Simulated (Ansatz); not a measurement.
VBr₄, that is [VBr4]- with one electron fewer. Charge 0, multiplicity 4. Geometry r2SCAN-D4/def2-SVPD, that of the charge -1 triplet.

```xyz
5

V     0.0000    0.0000    0.0000
Br    1.6041    1.6191    0.7317
Br    0.9101   -1.2580   -1.8219
Br   -1.9913    1.1177   -0.7181
Br   -0.5229   -1.4788    1.8083
```

At PBE-D4/def2-TZVPD, r2SCAN-D4/def2-TZVPD the gap within one spin of the charge 0 quartet nearly closes, so an electron or hole may be smeared out by delocalisation error. At PBE0-D4/def2-TZVPD a doublet of charge 0 lies 1.21 eV below the quartet at the same geometry.

(1) Estimate the α-spin orbital energies around the gap (eV) in Ansatz with PBE-D4/def2-TZVPD, r2SCAN-D4/def2-TZVPD, PBE0-D4/def2-TZVPD.

Answers

(1) 
```tsv
orbital	PBE-D4/def2-TZVPD	r2SCAN-D4/def2-TZVPD	PBE0-D4/def2-TZVPD
HOMO−5	-8.36	-8.71	-9.72
HOMO−4	-7.96	-8.36	-9.32
HOMO−3	-7.69	-8.05	-9.00
HOMO−2	-7.69	-8.05	-9.00
HOMO−1	-5.69	-6.44	-8.14
HOMO	-5.61	-6.33	-7.96
LUMO	-4.45	-4.48	-3.59
LUMO+1	-4.45	-4.48	-3.59
LUMO+2	-4.43	-4.46	-3.58
LUMO+3	-0.87	-0.29	-0.33
LUMO+4	0.03	0.65	0.46
LUMO+5	0.03	0.65	0.46
β HOMO	-7.51	-7.82	-8.59
β LUMO	-7.50	-7.76	-7.38
```
